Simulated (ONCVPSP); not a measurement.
Ge: ONCV pseudisation with PBE, scalar-relativistic reference atom.

Input for ONCVPSP 4.0.1:

```
# ATOM AND REFERENCE CONFIGURATION
# atsym  z   nc   nv     iexc    psfile
  Ge 32.00    3    5        4      upf
#
#   n    l    f
    1    0    2.00
    2    0    2.00
    2    1    6.00
    3    0    2.00
    3    1    6.00
    3    2   10.00
    4    0    2.00
    4    1    2.00
#
# PSEUDOPOTENTIAL AND OPTIMIZATION
# lmax
    3
#
#   l,   rc,      ep,       ncon, nbas, qcut
    0    0.95    0.00    4    8    9.60
    1    0.95    0.00    4    8   12.40
    2    0.85    0.00    4    9   19.10
    3    0.85    0.12    3    7   12.80
#
# LOCAL POTENTIAL
# lloc, lpopt,  rc(5),   dvloc0
    2    5    0.85    0.00
#
# VANDERBILT-KLEINMAN-BYLANDER PROJECTORs
# l, nproj, debl
    0    3    3.10
    1    2    2.40
    2    0    2.10
    3    2    3.80
#
# MODEL CORE CHARGE
# icmod, fcfact, rcfact
    2    0.50    1.10
#
# LOG DERIVATIVE ANALYSIS
# epsh1, epsh2, depsh
   -8.00    5.00    0.04
#
# OUTPUT GRID
# rlmax, drl
    6.00    0.01
#
# TEST CONFIGURATIONS
# ncnf
    4
# nvcnf
#   n    l    f
    5
    3    0    2.00
    3    1    6.00
    3    2   10.00
    4    0    2.00
    4    1    1.00
#
    5
    3    0    2.00
    3    1    6.00
    3    2   10.00
    4    0    2.00
    4    1    0.00
#
    5
    3    0    2.00
    3    1    6.00
    3    2   10.00
    4    0    1.00
    4    1    0.00
#
    5
    3    0    2.00
    3    1    5.00
    3    2   10.00
    4    0    2.00
    4    1    2.00
#
```

Command:

```bash
oncvpsp.x < Ge.dat > Ge.out
```

The program printed (shortened: citation, most of the input echo, consistency checks and plot data are left out):

```
ONCVPSP  (Optimized Norm-Conservinng Vanderbilt PSeudopotential)
scalar-relativistic version 4.0.1

#   n    l    f        energy (Ha)
    1    0    2.00    -4.0281571E+02
    2    0    2.00    -5.0412488E+01
    2    1    6.00    -4.4051811E+01
    3    0    2.00    -6.1919266E+00
    3    1    6.00    -4.2489733E+00
    3    2   10.00    -1.0771536E+00
    4    0    2.00    -4.3112376E-01
    4    1    2.00    -1.4315416E-01

Reference configufation results
  iterations    25
  all-electron total energy (Ha)   -2.09883316D+03

Begin loop to  construct optimized pseudo wave functions
and semi-local pseudopoentials for all angular momenta

   Wellstate for l =  0  n =  5
     eigenvalue =   2.6689
     asymptotic potential =   3.1689
     half-point radius =  2.0860

Calculating optimized projector #   1

 for l=   0

    Fraction of norm inside rc  0.910601
    Optimizing pswf for qcut=   9.62 a_B^-1,  ecut=  46.28 Ha
    Residual kinetic energy error=  8.46D-04 Ha

    Energy error per electron        Cutoff
         Ha          eV             Ha
         0.01000     0.27211       31.65
         0.00100     0.02721       45.30
         0.00010     0.00272      177.21
         0.00001     0.00027      216.27

Calculating optimized projector #   2

 for l=   0

    Fraction of norm inside rc  0.041131
    Optimizing pswf for qcut=   9.62 a_B^-1,  ecut=  46.28 Ha
    Residual kinetic energy error=  3.91D-04 Ha

    Energy error per electron        Cutoff
         Ha          eV             Ha
         0.01000     0.27211       14.58
         0.00100     0.02721       40.61
         0.00010     0.00272       78.03
         0.00001     0.00027      215.23

Calculating optimized projector #   3

 for l=   0

    Fraction of norm inside rc  0.044283
    Optimizing pswf for qcut=   9.62 a_B^-1,  ecut=  46.28 Ha
    Residual kinetic energy error=  8.69D-04 Ha

    Energy error per electron        Cutoff
         Ha          eV             Ha
         0.01000     0.27211       26.33
         0.00100     0.02721       45.70
         0.00010     0.00272       84.52
         0.00001     0.00027      201.72

Calculating optimized projector #   1

 for l=   1

    Fraction of norm inside rc  0.878178
    Optimizing pswf for qcut=  12.39 a_B^-1,  ecut=  76.74 Ha
    Residual kinetic energy error=  9.37D-06 Ha

    Energy error per electron        Cutoff
         Ha          eV             Ha
         0.01000     0.27211       47.62
         0.00100     0.02721       58.88
         0.00010     0.00272       67.98
         0.00001     0.00027       77.03

Calculating optimized projector #   2

 for l=   1

    Fraction of norm inside rc  0.021002
    Optimizing pswf for qcut=  12.39 a_B^-1,  ecut=  76.74 Ha
    Residual kinetic energy error=  6.68D-07 Ha

    Energy error per electron        Cutoff
         Ha          eV             Ha
         0.01000     0.27211       31.91
         0.00100     0.02721       46.05
         0.00010     0.00272       57.53
         0.00001     0.00027       67.02

Calculating optimized projector #   1

 for l=   2

    Fraction of norm inside rc  0.696789
    Optimizing pswf for qcut=  19.10 a_B^-1,  ecut= 182.36 Ha
    Residual kinetic energy error=  1.66D-06 Ha

    Energy error per electron        Cutoff
         Ha          eV             Ha
         0.01000     0.27211      119.88
         0.00100     0.02721      141.26
         0.00010     0.00272      157.98
         0.00001     0.00027      171.16

   Wellstate for l =  3  n =  4
     eigenvalue =   0.1200
     asymptotic potential =   0.6200
     half-point radius = 22.6278

   Wellstate for l =  3  n =  5
     eigenvalue =   3.9200
     asymptotic potential =   4.4200
     half-point radius =  2.5779

Calculating optimized projector #   1

 for l=   3

    Fraction of norm inside rc  0.000000
    Optimizing pswf for qcut=  12.80 a_B^-1,  ecut=  81.89 Ha
    Residual kinetic energy error=  3.27D-10 Ha

    Energy error per electron        Cutoff
         Ha          eV             Ha
         0.01000     0.27211        0.23
         0.00100     0.02721        0.45
         0.00010     0.00272        1.27
         0.00001     0.00027        3.44

Calculating optimized projector #   2

 for l=   3

    Fraction of norm inside rc  0.026919
    Optimizing pswf for qcut=  12.80 a_B^-1,  ecut=  81.89 Ha
    Residual kinetic energy error=  7.30D-05 Ha

    Energy error per electron        Cutoff
         Ha          eV             Ha
         0.01000     0.27211       37.07
         0.00100     0.02721       61.29
         0.00010     0.00272       79.49
         0.00001     0.00027      130.04

Construct Vanderbilt / Kleinmman-Bylander projectors

B matrix Hermiticity error, ll=   0
   1   2    1.0349E-03
   1   3   -1.5843E-03
   2   3    1.7832E-04

  Orthonormal projector coefficients  4.5896E+01 -2.5544E+01  1.2297E+01

B matrix Hermiticity error, ll=   1
   1   2    4.8705E-04

  Orthonormal projector coefficients  1.9162E+01 -8.3047E+00

B matrix Hermiticity error, ll=   3
   1   2    1.6039E-07

  Orthonormal projector coefficients  9.6892E+01 -4.5571E+00

Model core correction analysis
  based on d2Exc/dn_idn_j

d2excae - all-electron derivatives

   -4.648929D-02   -4.352233D-02   -3.467127D-02   -2.695148D-03
   -1.221548D-03
   -4.352246D-02   -4.229307D-02   -3.426793D-02   -3.107600D-03
   -1.380043D-03
   -3.467157D-02   -3.426811D-02   -3.327379D-02   -5.844769D-03
   -2.590945D-03
   -2.695004D-03   -3.107385D-03   -5.844301D-03   -3.187473D-02
   -2.444178D-02
   -1.221536D-03   -1.380006D-03   -2.590760D-03   -2.444037D-02
   -2.623767D-02

d2excps - pseudofunction derivatives with no core correction

   -5.304086D-02   -4.394865D-02   -3.816066D-02   -3.500833D-03
   -1.345173D-03
   -4.394942D-02   -4.271222D-02   -3.814451D-02   -3.157123D-03
   -1.415351D-03
   -3.816154D-02   -3.814461D-02   -3.573770D-02   -6.017897D-03
   -2.732515D-03
   -3.500421D-03   -3.156903D-03   -6.017432D-03   -3.194877D-02
   -2.444813D-02
   -1.345196D-03   -1.415314D-03   -2.732334D-03   -2.444673D-02
   -2.623904D-02

rms 2nd derivative error    2.053153E-03

amplitude prefactor, scale prefactor
    9.7512    1.2146

d2excps - pseudofunction derivatives with core correction

   -4.145613D-02   -4.089622D-02   -3.652593D-02   -2.447219D-03
   -1.182884D-03
   -4.089618D-02   -4.152073D-02   -3.734531D-02   -2.872265D-03
   -1.346328D-03
   -3.652599D-02   -3.734541D-02   -3.509356D-02   -5.863008D-03
   -2.685230D-03
   -2.447057D-03   -2.872040D-03   -5.862542D-03   -3.185379D-02
   -2.443346D-02
   -1.182863D-03   -1.346290D-03   -2.685048D-03   -2.443206D-02
   -2.623534D-02

rms 2nd derivative error    1.662665E-03

Pseudoatom total energy -293.681635

Diagnostic tests using Vanderbilt-Kleinman-Bylander pseudopotentials
  1 or more projectors used as specified by nproj input data

   l    rcore       rmatch      e in        delta e   norm test  slope test

   0   0.9534557   0.9824047  -6.1919266  -0.0000189   1.0003176   1.0003103
   0   0.9534557   0.9824047  -0.4311238   0.0000231   1.0001005   1.0000873
   0   0.9534557   0.9824047   2.6688762   0.0002443   1.0006114   1.0006114

   1   0.9534557   0.9824047  -4.2489733  -0.0000642   1.0003495   1.0003668
   1   0.9534557   0.9824047  -0.1431542   0.0000131   1.0001016   1.0001148

   2   0.8510183   0.8768570  -1.0771536  -0.0000178   0.9999985   1.0000280

   3   0.8510183   0.8768570   0.1200000  -0.0000087   1.0001351   1.0001351
   3   0.8510183   0.8768570   3.9200000   0.0002569   1.0002541   1.0002541

 Testing for bound ghosts
   n   l    E NL Schr. Eq   E Basis Diag.   E Cutoff

   1   0       -6.191946       -6.191936    385.02
   2   0       -0.431101       -0.145667    385.02

   2   1       -4.249037       -4.248969    333.90
   3   1       -0.143141        0.358048    333.90

 Testing for highly-localized positive-energy ghosts
       l    <radius>/rc     E Basis Diag.   E Cutoff

       0        0.525111       26.689297    385.02  WARNING - GHOST(+)

       3        0.348031      140.292985    402.38  WARNING - GHOST(+)

Test configuration 0

   n   l     f        eae           eps        diff
   1   0  2.0000 -402.81570560
   2   0  2.0000  -50.41248757
   2   1  6.0000  -44.05181077
   3   0  2.0000   -6.19192659   -6.19194553   -1.89D-05
   3   1  6.0000   -4.24897334   -4.24903750   -6.42D-05
   3   2 10.0000   -1.07715362   -1.07717145   -1.78D-05
   4   0  2.0000   -0.43112376   -0.43110066    2.31D-05
   4   1  2.0000   -0.14315416   -0.14314111    1.31D-05

    Total energies and differences
      AE_ref= -2.09883316D+03  AE_tst= -2.09883316D+03  dif=  0.00D+00
      PS_ref= -2.93681635D+02  PS_tst= -2.93681635D+02  dif= -2.84D-13
      PSP excitation error=  2.84D-13

Test configuration 1

   n   l     f        eae           eps        diff
   1   0  2.0000 -403.15060002
   2   0  2.0000  -50.74465659
   2   1  6.0000  -44.38432619
   3   0  2.0000   -6.52362329   -6.52354252    8.08D-05
   3   1  6.0000   -4.58069972   -4.58068597    1.37D-05
   3   2 10.0000   -1.40818962   -1.40821730   -2.77D-05
   4   0  2.0000   -0.72980429   -0.72976585    3.84D-05
   4   1  1.0000   -0.41315242   -0.41312622    2.62D-05

    Total energies and differences
      AE_ref= -2.09883316D+03  AE_tst= -2.09855959D+03  dif=  2.74D-01
      PS_ref= -2.93681635D+02  PS_tst= -2.93408049D+02  dif=  2.74D-01
      PSP excitation error= -1.65D-05

Test configuration 2

   n   l     f        eae           eps        diff
   1   0  2.0000 -403.55957955
   2   0  2.0000  -51.14734444
   2   1  6.0000  -44.78776752
   3   0  2.0000   -6.92516083   -6.92497464    1.86D-04
   3   1  6.0000   -4.98220147   -4.98206267    1.39D-04
   3   2 10.0000   -1.80786425   -1.80795365   -8.94D-05
   4   0  2.0000   -1.07491036   -1.07484863    6.17D-05

    Total energies and differences
      AE_ref= -2.09883316D+03  AE_tst= -2.09799220D+03  dif=  8.41D-01
      PS_ref= -2.93681635D+02  PS_tst= -2.92840624D+02  dif=  8.41D-01
      PSP excitation error= -5.80D-05

Test configuration 3

   n   l     f        eae           eps        diff
   1   0  2.0000 -404.08879965
   2   0  2.0000  -51.66384468
   2   1  6.0000  -45.30535013
   3   0  2.0000   -7.44173834   -7.44218619   -4.48D-04
   3   1  6.0000   -5.49827965   -5.49826277    1.69D-05
   3   2 10.0000   -2.31871468   -2.31924290   -5.28D-04
   4   0  1.0000   -1.48670540   -1.48666946    3.59D-05

    Total energies and differences
      AE_ref= -2.09883316D+03  AE_tst= -2.09671363D+03  dif=  2.12D+00
      PS_ref= -2.93681635D+02  PS_tst= -2.91561969D+02  dif=  2.12D+00
      PSP excitation error= -1.44D-04

Test configuration 4

   n   l     f        eae           eps        diff
   1   0  2.0000 -403.81298519
   2   0  2.0000  -51.28226248
   2   1  6.0000  -44.93580957
   3   0  2.0000   -6.96430976   -6.97009608   -5.79D-03
   3   1  5.0000   -5.01312377   -5.01430951   -1.19D-03
   3   2 10.0000   -1.81066888   -1.81415853   -3.49D-03
   4   0  2.0000   -0.83816046   -0.83830994   -1.49D-04
   4   1  2.0000   -0.48544989   -0.48536228    8.76D-05

    Total energies and differences
      AE_ref= -2.09883316D+03  AE_tst= -2.09421444D+03  dif=  4.62D+00
      PS_ref= -2.93681635D+02  PS_tst= -2.89060526D+02  dif=  4.62D+00
      PSP excitation error= -2.39D-03
```

The run took about 4.2 s on one core of a shared server CPU.
